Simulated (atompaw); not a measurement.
**Cutoff test, mercury, PAW (atompaw)**

atompaw 4.2.0.5 input, output lines left out:

```
Hg 80
GGA-PBESOL scalarrelativistic loggrid 2001 logderivrange -3 5 201
6 6 5 4 0 0
6 0 1.75
6 1 0.25
0 0 0
c
c
c
c
c
v
c
c
c
c
v
c
c
v
c
2
3.00 2.95 2.55 2.30
y
-0.05
n
y
0.5
n
y
2.1
n
bloechl sinc
bessel
```

The pseudo-atom Hamiltonian at the reference potential is diagonalised in spherical Bessel functions j_l(qr) that vanish at 20 bohr, with q² up to the cutoff. All-electron valence levels (Ry): 6s -0.5375, 6p -0.0964, 5d -0.7701.

Problem. How do the lowest levels (Ry) of each channel move with the cutoff, and are there ghosts?

Solution.

| cutoff (Ry) | s #1 | p #1 | p #2 | d #1 | d #2 | f #1 | Σ f·Δε (mRy) |
| --- | --- | --- | --- | --- | --- | --- | --- |
| 8 | -0.5374 | -0.0963 | 0.0346 | -0.6580 | 0.0504 | 0.0981 | 1120.7 |
| 10 | -0.5375 | -0.0964 | 0.0346 | -0.7119 | 0.0502 | 0.0981 | 581.8 |
| 15 | -0.5375 | -0.0964 | 0.0346 | -0.7566 | 0.0499 | 0.0981 | 135.1 |
| 18 | -0.5375 | -0.0964 | 0.0346 | -0.7665 | 0.0498 | 0.0981 | 35.9 |
| 21 | -0.5375 | -0.0964 | 0.0346 | -0.7688 | 0.0498 | 0.0981 | 13.2 |
| 25 | -0.5375 | -0.0964 | 0.0346 | -0.7696 | 0.0497 | 0.0981 | 4.4 |
| 35 | -0.5375 | -0.0964 | 0.0346 | -0.7701 | 0.0497 | 0.0981 | 0.1 |
| 40 | -0.5375 | -0.0964 | 0.0346 | -0.7701 | 0.0497 | 0.0981 | 0.0 |
| 400 | -0.5375 | -0.0964 | 0.0346 | -0.7701 | 0.0497 | 0.0981 | 0.0 |

Result: no extra level below or beside the all-electron valence levels (s, p, d, f tested); 10 mRy is reached at 25 Ry and 1 mRy at 30 Ry.
